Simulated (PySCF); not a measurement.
PySCF input file for thiourea (CH₄N₂S), SMILES NC(N)=S, PBE-D3(BJ)/def2-SVP. Coordinates come from a PBE-D3(BJ)/def2-SVP optimisation. Other conformers were not sampled.

```python
import numpy as np
from pyscf import gto, scf, dft, df
from pyscf.hessian import thermo

mol = gto.M(
    atom='''
    N    -0.05762229    1.15623622    1.05350610
    C     0.00000000    0.00000000    0.31610936
    N     0.05762229   -1.15623622    1.05350611
    S    -0.00000000   -0.00000000   -1.35565060
    H     0.30537368    1.17090995    2.00953692
    H     0.05403601    2.01365306    0.51279706
    H    -0.30537369   -1.17090993    2.00953693
    H    -0.05403602   -2.01365306    0.51279708
    ''',
    basis='def2-SVP',
    charge=0,
    spin=0,
    max_memory=1600,
    verbose=3,
)
mf = dft.RKS(mol, xc='pbe').density_fit(auxbasis='def2-universal-jkfit')
mf.disp = 'd3bj'
mf.grids.level = 3
mf.conv_tol = 1e-11
mf.max_cycle = 100
mf.kernel()

# [left out here: the lines that compute and print the analytic Hessian (its translational invariance restored by hand, since the grid's response is missing), thermochemistry and intensities]
```

Program output:

```
converged SCF energy = -547.647423444904

WARN: DFTD3 does not support analytical Hessian, using finite difference


WARN: Mole.unit (angstrom) is changed to Bohr

Mode                                 0                   1                   2
Irrep
Freq [cm^-1]                      327.5709            370.3847            392.0457
Reduced mass [au]                   1.1168              1.1808              3.8390
Force const [Dyne/A]                0.0706              0.0954              0.3476
Char temp [K]                     471.3015            532.9011            564.0665
Normal mode                   x     y     z       x     y     z       x     y     z
       0   N                -0.04 -0.02  0.04    0.06 -0.01 -0.03    0.00 -0.05 -0.12
       1   C                 0.00 -0.00 -0.02    0.03  0.01 -0.00    0.01 -0.11 -0.00
       2   N                 0.04  0.02  0.04    0.06 -0.01  0.03    0.00 -0.05  0.12
       3   S                -0.00  0.00 -0.01   -0.02 -0.00 -0.00   -0.00  0.08 -0.00
       4   H                 0.63 -0.06 -0.20   -0.58 -0.01  0.20   -0.00  0.10 -0.12
       5   H                -0.08 -0.03  0.00   -0.16  0.08  0.09   -0.04 -0.13 -0.25
       6   H                -0.63  0.06 -0.20   -0.58 -0.01 -0.20   -0.00  0.10  0.12
       7   H                 0.08  0.03  0.00   -0.16  0.08 -0.09   -0.04 -0.13  0.25
Mode                                 3                   4                   5
Irrep
Freq [cm^-1]                      441.8950            489.7484            571.0819
Reduced mass [au]                   2.3187              1.2503              1.0621
Force const [Dyne/A]                0.2668              0.1767              0.2041
Char temp [K]                     635.7885            704.6389            821.6597
Normal mode                   x     y     z       x     y     z       x     y     z
       0   N                -0.00 -0.08  0.08   -0.08  0.02 -0.01    0.00 -0.01  0.02
       1   C                -0.00  0.00 -0.05    0.00  0.00 -0.00    0.05  0.01 -0.00
       2   N                 0.00  0.08  0.08    0.08 -0.02 -0.01    0.00 -0.01 -0.02
       3   S                 0.00 -0.00 -0.08   -0.00  0.00  0.01    0.01 -0.01 -0.00
       4   H                -0.12 -0.28  0.13    0.01 -0.09 -0.03    0.17  0.16 -0.05
       5   H                 0.07  0.03  0.28    0.61 -0.07 -0.04   -0.64  0.05 -0.01
       6   H                 0.12  0.28  0.13   -0.01  0.09 -0.03    0.17  0.16  0.05
       7   H                -0.07 -0.03  0.28   -0.61  0.07 -0.04   -0.64  0.05  0.01
Mode                                 6                   7                   8
Irrep
Freq [cm^-1]                      619.6988            764.9091           1015.8599
Reduced mass [au]                   8.6691              4.8007              1.2896
Force const [Dyne/A]                1.9615              1.6549              0.7841
Char temp [K]                     891.6087           1100.5339           1461.5962
Normal mode                   x     y     z       x     y     z       x     y     z
       0   N                 0.07 -0.00 -0.01    0.00 -0.09 -0.07   -0.01 -0.00 -0.09
       1   C                -0.25  0.00  0.00   -0.00  0.00 -0.10    0.03  0.03 -0.00
       2   N                 0.07 -0.00  0.01   -0.00  0.09 -0.07   -0.01 -0.00  0.09
       3   S                 0.03  0.00 -0.00    0.00 -0.00  0.10   -0.00  0.01 -0.00
       4   H                 0.07 -0.05 -0.01   -0.01 -0.26 -0.07    0.12 -0.45 -0.13
       5   H                -0.11  0.03  0.01   -0.04 -0.00  0.07   -0.08  0.24  0.29
       6   H                 0.07 -0.05  0.01    0.01  0.26 -0.07    0.12 -0.45  0.13
       7   H                -0.11  0.03 -0.01    0.04  0.00  0.07   -0.08  0.24 -0.29
Mode                                 9                  10                  11
Irrep
Freq [cm^-1]                     1038.2464           1375.0904           1404.6375
Reduced mass [au]                   1.8440              2.6765              2.1195
Force const [Dyne/A]                1.1712              2.9818              2.4638
Char temp [K]                    1493.8054           1978.4490           2020.9607
Normal mode                   x     y     z       x     y     z       x     y     z
       0   N                 0.00 -0.12  0.01   -0.00  0.00 -0.06    0.00 -0.05 -0.01
       1   C                 0.00 -0.00  0.08   -0.00 -0.00  0.22    0.01  0.20  0.00
       2   N                -0.00  0.12  0.01    0.00 -0.00 -0.06    0.00 -0.05  0.01
       3   S                -0.00  0.00 -0.02    0.00  0.00 -0.03   -0.00 -0.00 -0.00
       4   H                -0.03  0.17  0.01    0.03 -0.39 -0.07   -0.02 -0.22 -0.01
       5   H                 0.05 -0.34 -0.33   -0.05  0.05  0.02   -0.05 -0.24 -0.32
       6   H                 0.03 -0.17  0.01   -0.03  0.39 -0.07   -0.02 -0.22  0.01
       7   H                -0.05  0.34 -0.33    0.05 -0.05  0.02   -0.05 -0.24  0.32
Mode                                12                  13                  14
Irrep
Freq [cm^-1]                     1547.9118           1557.7584           3463.5886
Reduced mass [au]                   1.6994              1.2797              1.0486
Force const [Dyne/A]                2.3990              1.8297              7.4117
Char temp [K]                    2227.1004           2241.2675           4983.3328
Normal mode                   x     y     z       x     y     z       x     y     z
       0   N                -0.01 -0.09 -0.04   -0.01 -0.06 -0.05    0.02  0.02  0.03
       1   C                -0.02  0.12 -0.00   -0.00  0.00  0.07    0.00 -0.00 -0.00
       2   N                -0.01 -0.09  0.04    0.01  0.06 -0.05    0.02  0.02 -0.03
       3   S                 0.00 -0.00  0.00    0.00 -0.00 -0.01   -0.00  0.00 -0.00
       4   H                 0.04  0.41 -0.06    0.07  0.39 -0.07   -0.20 -0.00 -0.55
       5   H                 0.13  0.10  0.29    0.11  0.20  0.40   -0.03 -0.31  0.19
       6   H                 0.04  0.41  0.06   -0.07 -0.39 -0.07   -0.20 -0.00  0.55
       7   H                 0.13  0.10 -0.29   -0.11 -0.20  0.40   -0.03 -0.31 -0.19
Mode                                15                  16                  17
Irrep
Freq [cm^-1]                     3472.8415           3611.1076           3612.0622
Reduced mass [au]                   1.0495              1.0992              1.1001
Force const [Dyne/A]                7.4577              8.4449              8.4564
Char temp [K]                    4996.6457           5195.5798           5196.9532
Normal mode                   x     y     z       x     y     z       x     y     z
       0   N                 0.02  0.02  0.03    0.00 -0.03  0.04    0.00 -0.04  0.04
       1   C                -0.00 -0.00 -0.00   -0.00 -0.00 -0.00    0.00 -0.00  0.00
       2   N                -0.02 -0.02  0.03    0.00 -0.03 -0.04   -0.00  0.04  0.04
       3   S                 0.00 -0.00 -0.00    0.00  0.00  0.00   -0.00  0.00 -0.00
       4   H                -0.20 -0.00 -0.55   -0.12 -0.00 -0.33   -0.12 -0.00 -0.32
       5   H                -0.03 -0.30  0.19    0.06  0.49 -0.30    0.06  0.49 -0.30
       6   H                 0.20  0.00 -0.55   -0.12 -0.00  0.33    0.12  0.00 -0.32
       7   H                 0.03  0.30  0.19    0.06  0.49  0.30   -0.06 -0.49 -0.30
temperature 298.1500 [K]
pressure 101325.00 [Pa]
Rotational constants [GHz] 10.38234 5.06317 3.41580
Symmetry number 2
Zero-point energy (ZPE) 0.05941 [Eh]   155971.741 [J/mol]
                           tot       elec      trans        rot        vib
Entropy [J/mol/K]       287.659      0.000    162.777     98.821     26.061
Cv [J/mol/K]             71.502      0.000     12.472     12.472     46.558
Cp [J/mol/K]             79.816      0.000     20.786     12.472     46.558
Internal energy [J/mol]                      3718.434   3718.434 161356.303
Internal energy [Eh]   -547.58313  -547.64742
Enthalpy [J/mol]                             6197.391   3718.434 161356.303
Enthalpy [Eh]          -547.58219
Gibbs free energy [J/mol]                  -42334.444 -25745.012 153586.202
Gibbs free energy [Eh] -547.61486
mode   freq/cm-1   IR/(km/mol)
   1      327.57       111.003
   2      370.38       291.689
   3      392.05         3.959
   4      441.89         7.820
   5      489.75        22.148
   6      571.08        81.045
   7      619.70        17.114
   8      764.91         4.841
   9     1015.86        16.269
  10     1038.25        28.420
  11     1375.09       182.272
  12     1404.64        30.701
  13     1547.91       259.361
  14     1557.76        84.984
  15     3463.59        28.003
  16     3472.84         2.760
  17     3611.11        65.436
  18     3612.06        18.053
max |gradient| / (hartree/bohr): 3.796636626607279e-05
APT charges: [-0.6344  1.0327 -0.6344 -0.5559  0.1787  0.2173  0.1787  0.2173]
```

Self-consistency was reached.
